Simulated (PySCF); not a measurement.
Distorted geometries of [Lu(H2S)3]3+

[Lu(H2S)3]3+ (singlet in the valence; each metal's 4f electrons, 14 of them, lie in its core potential, out of spins and levels). PySCF 2.14.0, RKS TPSS, Lu lcecp-1-SVP with ECP60, S def2-SVP, H def2-SVP; non-relativistic Hamiltonian with scalar-relativistic core potentials where named; density fitting; no spin-orbit coupling. Relaxed geometry:

```xyz
10

Lu    0.0585   -0.0761    0.7626
S     2.6054    0.0085   -0.3601
H     3.4906   -0.0621    0.6869
H     2.8795   -1.2343   -0.8736
S    -1.3424    2.1876   -0.0301
H    -1.4785    2.9884    1.0768
H    -0.4637    2.9997   -0.7014
S    -1.4958   -2.3273    0.2510
H    -2.8050   -1.9167    0.2860
H    -1.4487   -2.5677   -1.0980
```

Order these distorted geometries by energy above the relaxed one, lowest first.
A.
```xyz
10

Lu    0.1214   -0.1055    0.8355
S     2.6191    0.0404   -0.4272
H     3.3761    0.0184    0.6970
H     2.8528   -1.2415   -1.0197
S    -1.3733    2.2008   -0.0538
H    -1.5074    2.9594    1.0644
H    -0.5114    2.9410   -0.6868
S    -1.3863   -2.3541    0.2693
H    -2.7388   -1.8483    0.3361
H    -1.4522   -2.6108   -1.0146
```
B.
```xyz
10

Lu    0.0434   -0.0933    0.7894
S     2.6027   -0.0075   -0.3734
H     3.4445   -0.0154    0.6612
H     2.8715   -1.2315   -0.8078
S    -1.3339    2.1991   -0.0700
H    -1.4214    2.9851    1.0787
H    -0.4678    2.9513   -0.7206
S    -1.4902   -2.2779    0.2807
H    -2.8001   -1.9556    0.2799
H    -1.4488   -2.5545   -1.1181
```
C.
```xyz
10

Lu    0.2187    0.0800    0.7786
S     2.5063    0.0411   -0.4244
H     3.2878    0.2614    0.5945
H     2.7340   -1.2268   -0.9047
S    -1.6189    2.0196   -0.1223
H    -1.3216    2.8950    0.8428
H    -0.1107    2.9974   -0.4835
S    -1.5178   -2.3697    0.2492
H    -2.8069   -2.0246    0.3604
H    -1.3708   -2.6734   -0.8906
```

B (0.15 eV), A (0.33 eV), C (2.81 eV).

Which forces (eV/Å) act in the one that lies 2.81 eV up?


```
Lu  -2.16 -0.77  0.35
S   -0.81  0.29 -2.25
H    1.63 -0.24  1.30
H    0.46 -0.02  0.39
S    3.86  1.49 -1.10
H   -0.75  0.50  1.31
H   -2.75 -1.82 -0.20
S    0.86  2.00  7.38
H   -0.70  0.18 -0.40
H    0.36 -1.60 -6.78
```
Forces carry noise of the integration grid, about 0.01 to 0.03 eV/Å.

No frequency check is given that shows the relaxed geometry to be a minimum. An lcecp potential fixes the number of 4f electrons, so in runs with it no electron can move into or out of that shell.
